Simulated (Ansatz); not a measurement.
`C[O][Sn][CH3]` + H₂O → `C[O][Sn][OH]` + CH₄ at 400 K and 1 bar (formal hydrolysis of the Sn–C bond).

Isolated molecules relaxed with PBE0-D4/def2-TZVP in Ansatz; ΔE leaves out vibrations. CCSD(T)/CBS is the MP2 limit (def2-TZVPP, def2-QZVPP) plus CCSD(T) − MP2 in def2-TZVPP, frozen cores. This one scheme is used for every species. def2 core potentials past Kr. For Sn outer-core shells are correlated without core-valence functions, which leaves a few kJ/mol of doubt a bond. One conformer a species, not always the lowest.

```json
{"species": "`C[O][Sn][CH3]`", "CCSD(T)/CBS energy (Eh)": "-368.91992", "H − E (kJ/mol)": "231.0", "S (J/(mol·K))": "384.5"}
{"species": "H₂O", "CCSD(T)/CBS energy (Eh)": "-76.37941", "H − E (kJ/mol)": "69.8", "S (J/(mol·K))": "198.6"}
{"species": "`C[O][Sn][OH]`", "CCSD(T)/CBS energy (Eh)": "-404.87801", "H − E (kJ/mol)": "170.4", "S (J/(mol·K))": "372.6"}
{"species": "CH₄", "CCSD(T)/CBS energy (Eh)": "-40.46206", "H − E (kJ/mol)": "131.3", "S (J/(mol·K))": "197.2"}
```

H − E and S are ideal-gas, rigid-rotor, harmonic terms from PBE0-D4/def2-TZVP, for one conformer and one mirror image of each species. 1 Eh = 2625.50 kJ/mol, R = 8.31446 J/(mol·K).

By hand: ΔE, ΔH, ΔS and ΔG.

ΔE = (-404.87801) + (-40.46206) − (-368.91992) − (-76.37941) = -0.04074 Eh = -107.0 kJ/mol. Δ(H − E) = 170.4 + 131.3 − 231.0 − 69.8 = 0.9, so ΔH = -106.1 kJ/mol. ΔS = 372.6 + 197.2 − 384.5 − 198.6 = -13.3 J/(mol·K). ΔG = -106.1 − 400 × (-13.3)/1000 = -100.8 kJ/mol.

By hand: the equilibrium constant, and the temperature at which ΔG would vanish if ΔH and ΔS stayed fixed.

log₁₀ K = −ΔG/(RT ln 10) = 13.2. ΔG = 0 at ΔH/ΔS = 7977 K, far beyond where these terms or the molecules hold.

The number of gas molecules stays the same, so ΔS is small and ΔH decides. A doubt of 5 kJ/mol in ΔE shifts log₁₀ K by 0.7 here. Other conformers and mirror images would add mixing entropy, several J/(mol·K) or more a flexible species. Modes under 60 cm⁻¹, often nearly free rotors, make the harmonic entropy too high. These are equilibria of isolated gas molecules and say nothing of rates. Largest T1 diagnostic: 0.017 (customary marks: 0.02 for closed shells, 0.045 for open ones).
